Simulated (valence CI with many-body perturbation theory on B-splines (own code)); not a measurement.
**Ho60+: calculated level list**

Calculated by valence CI with perturbative core correlation (CI+MBPT): five valence electrons over a frozen Dirac-Fock core [He], a basis of 11 s, 11 p, 10 d, 8 f, 5 g, 2 h functions for each j, with the one-electron correlation potential Σ1, the two-electron term Σ2, the three-electron term Σ3, Breit, model QED; selected CI, second order for the rest, scaled by the run's own slope (own B-spline code, finite nucleus).

The last digits are not significant, and no measured levels were compared; by estimate large intervals hold to a few tenths of a per cent, small ones and those within an open d or f shell to about a per cent. Among the levels kept, up to 7300 cm⁻¹ of a level comes from second order outside the variational space, and about a tenth of that is noise between levels of different J, which matters for small intervals.

Levels 46 to 90 of 202, with energies above the lowest level, (2s^2 2p1/2^2 2p3/2) J=3/2. "Leading %" is the weight of the configuration and term that name the level; weights of strongly mixed levels are sums over their largest components and can fall short. In the jj column 3d3/2^4 stands for four electrons in 3d with j = 3/2.

| No. | Configuration | Term | J | E (Ry) | Leading % | g | Leading jj |
| --- | --- | --- | --- | --- | --- | --- | --- |
| 46 | 2s²2p²3d | ⁴D | 1/2 | 626.80 | 79 | 0.235 | 2s^2 2p1/2 2p3/2 3d3/2 (99 %) |
| 47 | 2s²2p²3d | ²G | 7/2 | 627.70 | 53 | 1.012 | 2s^2 2p1/2 2p3/2 3d3/2 (98 %) |
| 48 | 2s²2p²3d | ²D | 5/2 | 628.76 | 35 | 1.136 | 2s^2 2p1/2 2p3/2 3d3/2 (96 %) |
| 49 | 2s²2p²3d | ²D | 3/2 | 629.22 | 44 | 1.097 | 2s^2 2p1/2 2p3/2 3d3/2 (94 %) |
| 50 | 2s²2p²3d | ²P | 1/2 | 629.86 | 35 | 1.630 | 2s^2 2p1/2 2p3/2 3d3/2 (96 %) |
| 51 | 2s²2p²3d | ⁴D | 7/2 | 631.18 | 46 | 1.298 | 2s^2 2p1/2 2p3/2 3d5/2 (99 %) |
| 52 | 2s²2p²3d | ²P | 3/2 | 632.45 | 38 | 1.328 | 2s^2 2p1/2 2p3/2 3d5/2 (98 %) |
| 53 | 2s²2p²3d | ²G | 9/2 | 632.60 | 64 | 1.170 | 2s^2 2p1/2 2p3/2 3d5/2 (100 %) |
| 54 | 2s²2p²3d | ²F | 5/2 | 632.61 | 44 | 1.138 | 2s^2 2p1/2 2p3/2 3d5/2 (97 %) |
| 55 | 2s²2p²3d | ²D | 5/2 | 633.77 | 60 | 1.240 | 2s^2 2p1/2 2p3/2 3d5/2 (97 %) |
| 56 | 2s²2p²3d | ²F | 7/2 | 634.33 | 69 | 1.122 | 2s^2 2p1/2 2p3/2 3d5/2 (98 %) |
| 57 | 2s²2p²3d | ²D | 3/2 | 634.69 | 58 | 0.962 | 2s^2 2p1/2 2p3/2 3d5/2 (99 %) |
| 58 | 2s²2p²3d | ²P | 1/2 | 635.05 | 58 | 1.195 | 2s^2 2p1/2 2p3/2 3d5/2 (99 %) |
| 59 | 2s2p³3p | ⁴D | 7/2 | 638.93 | 49 | 1.430 | 2s 2p1/2^2 2p3/2 3p3/2 (98 %) |
| 60 | 2s2p³3p | ⁴P | 3/2 | 639.56 | 31 | 1.516 | 2s 2p1/2^2 2p3/2 3p3/2 (99 %) |
| 61 | 2s2p³3p | ⁴P | 5/2 | 640.74 | 38 | 1.412 | 2s 2p1/2^2 2p3/2 3p3/2 (98 %) |
| 62 | 2s2p³3p | ²P | 1/2 | 641.03 | 39 | 1.442 | 2s 2p1/2^2 2p3/2 3p3/2 (99 %) |
| 63 | 2s2p³3p | ²D | 5/2 | 645.12 | 32 | 1.255 | 2s 2p1/2^2 2p3/2 3p3/2 (99 %) |
| 64 | 2s2p³3d | ⁴D° | 5/2 | 645.51 | 30 | 1.250 | 2s 2p1/2^2 2p3/2 3d3/2 (99 %) |
| 65 | 2s2p³3d | ⁴D° | 3/2 | 645.84 | 29 | 1.356 | 2s 2p1/2^2 2p3/2 3d3/2 (99 %) |
| 66 | 2s2p³3d | ⁴F° | 7/2 | 646.06 | 24 | 1.237 | 2s 2p1/2^2 2p3/2 3d3/2 (95 %) |
| 67 | 2s2p³3d | ⁴P° | 1/2 | 646.10 | 46 | 2.279 | 2s 2p1/2^2 2p3/2 3d3/2 (99 %) |
| 68 | 2s2p³3p | ²P | 3/2 | 646.24 | 35 | 1.220 | 2s 2p1/2^2 2p3/2 3p3/2 (99 %) |
| 69 | 2s2p³3p | ⁴P | 1/2 | 646.56 | 40 | 1.757 | 2s 2p1/2^2 2p3/2 3p3/2 (99 %) |
| 70 | 2s2p³3d | ⁴F° | 9/2 | 650.18 | 50 | 1.333 | 2s 2p1/2^2 2p3/2 3d5/2 (99 %) |
| 71 | 2s2p³3d | ²D° | 3/2 | 650.82 | 31 | 0.959 | 2s 2p1/2^2 2p3/2 3d3/2 (72 %) |
| 72 | 2s2p³3d | ²F° | 5/2 | 651.58 | 34 | 0.985 | 2s 2p1/2^2 2p3/2 3d3/2 (81 %) |
| 73 | 2s2p³3d | ⁴D° | 5/2 | 651.87 | 31 | 1.265 | 2s 2p1/2^2 2p3/2 3d5/2 (81 %) |
| 74 | 2s2p³3d | ⁴D° | 1/2 | 652.13 | 52 | 0.602 | 2s 2p1/2^2 2p3/2 3d3/2 (92 %) |
| 75 | 2s2p³3d | ⁴D° | 7/2 | 652.35 | 41 | 1.281 | 2s 2p1/2^2 2p3/2 3d5/2 (95 %) |
| 76 | 2s2p³3d | ²D° | 3/2 | 653.37 | 38 | 1.109 | 2s 2p1/2^2 2p3/2 3d5/2 (72 %) |
| 77 | 2s2p³3d | ²P° | 1/2 | 654.08 | 57 | 0.695 | 2s 2p1/2^2 2p3/2 3d5/2 (92 %) |
| 78 | 2s2p³3d | ²F° | 7/2 | 656.84 | 34 | 1.170 | 2s 2p1/2^2 2p3/2 3d5/2 (100 %) |
| 79 | 2s2p³3d | ²D° | 5/2 | 657.86 | 37 | 1.137 | 2s 2p1/2^2 2p3/2 3d5/2 (99 %) |
| 80 | 2s2p³3d | ²P° | 3/2 | 657.97 | 31 | 1.275 | 2s 2p1/2^2 2p3/2 3d5/2 (99 %) |
| 81 | 2s²2p²3s | ⁴P | 5/2 | 661.69 | 64 | 1.432 | 2s^2 2p3/2^2 3s (99 %) |
| 82 | 2s²2p²3s | ²P | 3/2 | 662.37 | 54 | 1.158 | 2s^2 2p3/2^2 3s (99 %) |
| 83 | 2s²2p²3s | ²S | 1/2 | 665.97 | 68 | 1.981 | 2s^2 2p3/2^2 3s (99 %) |
| 84 | 2s²2p²3p | ⁴P° | 3/2 | 669.45 | 26 | 1.429 | 2s^2 2p3/2^2 3p1/2 (98 %) |
| 85 | 2s²2p²3p | ²D° | 5/2 | 669.65 | 39 | 1.172 | 2s^2 2p3/2^2 3p1/2 (98 %) |
| 86 | 2s²2p²3p | ²P° | 1/2 | 673.56 | 74 | 0.654 | 2s^2 2p3/2^2 3p1/2 (98 %) |
| 87 | 2s2p³3s | ⁶S° | 5/2 | 676.36 | 50 | 1.641 | 2s 2p1/2 2p3/2^2 3s (99 %) |
| 88 | 2s2p³3s | ⁴S° | 3/2 | 678.25 | 48 | 1.475 | 2s 2p1/2 2p3/2^2 3s (98 %) |
| 89 | 2s2p³3s | ⁴D° | 7/2 | 679.29 | 98 | 1.397 | 2s 2p1/2 2p3/2^2 3s (98 %) |
| 90 | 2s2p³3s | ²D° | 5/2 | 681.08 | 75 | 1.214 | 2s 2p1/2 2p3/2^2 3s (98 %) |
